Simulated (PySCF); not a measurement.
## Bonding in `CC(C)OC(=O)OC[SiH3]`

C₅H₁₂O₃Si.
Numbering: `[CH3:1][CH:2]([CH3:3])[O:4][C:5](=[O:6])[O:7][CH2:8][SiH3:9]` (hydrogens: H10, H11, H12 on C1; H13 on C2; H14, H15, H16 on C3; H17, H18 on C8; H19, H20, H21 on Si9)

Structure used (GFN2-xTB), in Å, numbered top down from 1:
```xyz
21
C5H12O3Si angstrom
C     -2.8577    0.7949    0.5410
C     -1.7757   -0.2559    0.3413
C     -2.3102   -1.5131   -0.3363
O     -0.7582    0.3448   -0.4809
C      0.4831   -0.1007   -0.3223
O      0.8358   -0.9462    0.4561
O      1.2800    0.5435   -1.1637
C      2.6663    0.1801   -1.0996
Si     3.4868    0.8902    0.4781
H     -3.6469    0.3946    1.1705
H     -2.4413    1.6804    1.0133
H     -3.2761    1.0792   -0.4205
H     -1.3164   -0.5242    1.3013
H     -1.5084   -2.2360   -0.4654
H     -2.7227   -1.2633   -1.3111
H     -3.0878   -1.9586    0.2778
H      3.0953    0.5943   -2.0117
H      2.7501   -0.9086   -1.1408
H      2.9091    0.3227    1.6882
H      3.2770    2.3390    0.4359
H      4.9090    0.5598    0.3718
```

Bond orders from the PBE0/pcSseg-1 density (PySCF). The structure is a single GFN2-xTB conformer in the gas phase; no vibrational or solvent corrections.

Problem. How far do the computed orders between heavy atoms stray from the drawn ones?

Solution. The largest departure is 0.196, at C2–O4 (drawn single, 0.804). Drawn single, order above 1.12: O4–C5 (1.121). Drawn single, order below 0.88: C2–O4 (0.804) and O7–C8 (0.838).

Problem. Give the Mayer order of every bond, beside its length.

Solution. 
```tsv
bond	drawn as	length (Å)	Mayer order
C1–C2	single	1.521	1.047
C2–C3	single	1.525	1.047
C2–O4	single	1.439	0.804
O4–C5	single	1.328	1.121
C5–O6	double	1.202	1.868
C5–O7	single	1.326	1.108
O7–C8	single	1.435	0.838
C8–Si9	single	1.915	0.898
C1–H10	single	1.086	0.959
C1–H11	single	1.087	0.965
C1–H12	single	1.086	0.959
C2–H13	single	1.098	0.933
C3–H14	single	1.087	0.960
C3–H15	single	1.088	0.957
C3–H16	single	1.086	0.960
C8–H17	single	1.090	0.953
C8–H18	single	1.093	0.943
Si9–H19	single	1.456	0.955
Si9–H20	single	1.465	0.945
Si9–H21	single	1.464	0.938
```

Bonds between the same two heavy elements. C–C: all 2 within 0.02 of one another (1.047 to 1.047). C–O: lowest C2–O4 (0.804, 1.439 Å), highest C5–O6 (1.868, 1.202 Å).

Problem. Sum the orders of all bonds at each heavy atom with more than one neighbour and set the sums beside the valence in the SMILES.

Solution. C1 3.930 (drawn 4), C2 3.831 (drawn 4), C3 3.924 (drawn 4), O4 1.925 (drawn 2), C5 4.097 (drawn 4), O7 1.946 (drawn 2), C8 3.632 (drawn 4), Si9 3.736 (drawn 4). Orders between atoms that aren't bonded are not in these sums.

Mayer orders depend on the basis set.

These values come from a run that also computed NMR shieldings. Time: 39 s of wall time; peak memory 0.98 GiB. Hardware: one thread of an Intel Xeon 6975P-C, shared host with 192 logical CPUs at a one-minute load of 89.
